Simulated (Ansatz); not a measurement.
Cost and result for the atomization energy of `S[SiH2]C[SeH]` (10 atoms, 9 bonds).

Cartesian coordinates in Å:
```
S -0.4260 -0.0371 -2.6516
Si 0.3744 0.6001 -0.7728
C -0.3780 -0.3385 0.6628
Se 0.6461 0.0985 2.2764
H 0.1486 -1.2512 -2.6091
H 0.0256 2.0367 -0.6775
H 1.8497 0.4255 -0.7457
H -0.3686 -1.4165 0.5012
H -1.4083 -0.0098 0.7998
H -0.4635 -0.1077 3.2165
```

The species carries charge 0 and has multiplicity 1. Correlated methods include outer-core shells of Se, which these sets cover unevenly. Scalar relativity is left out up to krypton. Geometry: relaxed with PBE0-D4/def2-TZVP. It is one conformer, not always the lowest. Program: Ansatz. All runs use 4 threads of an Arm Neoverse V1 on a shared host. Times are those of one run each, without the atoms' runs, and a repeat can differ threefold. Electronic energies, without spin–orbit coupling; frozen cores. CCSD(T)/CBS adds CCSD(T) − MP2 in def2-TZVPP to the MP2 limit, and its time is that of the two runs behind it. T1 = 0.010. With those shells the extrapolation isn't a true limit. B3LYP takes the VWN-RPA correlation (the form of Gaussian; ORCA's B3LYP/G).

CCSD(T)/CBS is a level of theory with its own doubt, some kJ/mol a heavy atom from the limit and from the frozen cores, so smaller differences don't rank the functionals.

```tsv
level	functions	wall time
PBE-D4/def2-TZVPP (with forces)	247	2.8 s
PBE0-D4/def2-TZVPP	247	4 s
r2SCAN-D4/def2-TZVPP (with forces)	247	5.5 s
B3LYP-D4/def2-TZVPP (with forces)	247	6 s
B2PLYP/def2-TZVPP	247	6.5 s
ωB97X-V/def2-TZVPP	247	9.5 s
ωB97M-V/def2-TZVPP (with forces)	247	14 s
MP2/def2-QZVPP	466	24 s
CCSD(T)/def2-TZVPP	247	2.8 min
CCSD(T)/CBS(def2)	–	3.2 min
```

Problem. What atomization energy does each give, and how far from CCSD(T)/CBS? (An estimate is asked.)

Solution. The calculation gave: 
```json
{"level": "PBE-D4/def2-TZVPP (with forces)", "atomization (kcal/mol)": "755.4", "difference from CCSD(T)/CBS": "2.8", "per bond": "0.3"}
{"level": "PBE0-D4/def2-TZVPP", "atomization (kcal/mol)": "747.8", "difference from CCSD(T)/CBS": "-4.8", "per bond": "-0.5"}
{"level": "r2SCAN-D4/def2-TZVPP (with forces)", "atomization (kcal/mol)": "751.9", "difference from CCSD(T)/CBS": "-0.7", "per bond": "-0.1"}
{"level": "B3LYP-D4/def2-TZVPP (with forces)", "atomization (kcal/mol)": "747.2", "difference from CCSD(T)/CBS": "-5.4", "per bond": "-0.6"}
{"level": "B2PLYP/def2-TZVPP", "atomization (kcal/mol)": "737.2", "difference from CCSD(T)/CBS": "-15.4", "per bond": "-1.7"}
{"level": "ωB97X-V/def2-TZVPP", "atomization (kcal/mol)": "754.9", "difference from CCSD(T)/CBS": "2.3", "per bond": "0.3"}
{"level": "ωB97M-V/def2-TZVPP (with forces)", "atomization (kcal/mol)": "751.4", "difference from CCSD(T)/CBS": "-1.2", "per bond": "-0.1"}
{"level": "MP2/def2-QZVPP", "atomization (kcal/mol)": "746.5", "difference from CCSD(T)/CBS": "-6.1", "per bond": "-0.7"}
{"level": "CCSD(T)/def2-TZVPP", "atomization (kcal/mol)": "731.1", "difference from CCSD(T)/CBS": "-21.5", "per bond": "-2.4"}
{"level": "CCSD(T)/CBS(def2)", "atomization (kcal/mol)": "752.6", "difference from CCSD(T)/CBS": "0.0", "per bond": "0.0"}
```

The D4 term adds +9.8 kcal/mol with B3LYP and +5.1 kcal/mol with PBE0; it sums over pairs of atoms, weighted by their polarisabilities, and B3LYP, whose exchange is more repulsive, gets the larger term. In def2-TZVPP, CCSD(T) changes the Hartree–Fock value by +187.8 kcal/mol (the triples alone add +10.9 kcal/mol) and MP2 by +190.6 kcal/mol; breaking electron pairs costs correlation energy, which Hartree–Fock lacks. From PBE to PBE0 (25 % exact exchange), in def2-TZVPP and without D4, the atomization energy moves by −6.7 kcal/mol: exact exchange takes away binding that semilocal exchange gives to molecules.
